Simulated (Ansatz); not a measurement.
**Abstraction of F: SnHF3 + C2HF2Ge → SnHF2 + C2HF3Ge**

Gas-phase species: SnHF3 `[F][SnH]([F])[F]`, singlet; C2HF2Ge `C#[C][Ge]([F])[F]`, doublet; SnHF2 `[F][SnH][F]`, doublet; C2HF3Ge `C#[C][Ge]([F])([F])[F]`, singlet. A radical takes F: the energy is the difference in strength between the Sn–F bond broken and the Ge–F bond made.

Shapes, held fixed at every level: PBE0-D4/def2-TZVP. Programs: Ansatz 0.2.0. The zero-point and thermal change to 298 K, harmonic and unscaled (PBE0-D4/def2-TZVP), is -0.8 kJ/mol.

```
             level                    kind  ΔH(298 K) (kJ/mol)  less CCSD(T)/def2-TZVPP
      MP2/def2-SVP     perturbation theory               -82.3                     -3.0
  SPW92/def2-TZVPP                     LDA               -76.3                     +3.0
 PBE-D4/def2-TZVPP                     GGA               -66.1                    +13.2
PBE0-D4/def2-TZVPP           global hybrid               -72.0                     +7.3
wB97M-V/def2-TZVPP  range-separated hybrid               -71.1                     +8.2
wB97X-V/def2-TZVPP  range-separated hybrid               -70.5                     +8.8
CCSD(T)/def2-TZVPP   coupled cluster or CI               -79.3                      0.0
```

The highest level, CCSD(T)/def2-TZVPP, gives ΔH(298 K) = -79.3 kJ/mol; the levels span -82.3 to -66.1. The column of differences is taken from that level and isn't an error. No measured value is set beside it here. Open shells run unrestricted. For atoms past krypton def2 sets carry core potentials with scalar relativity. Relativity is left out for Ge. Outer-core shells of Ge, Sn are correlated, in sets that cover them unevenly.
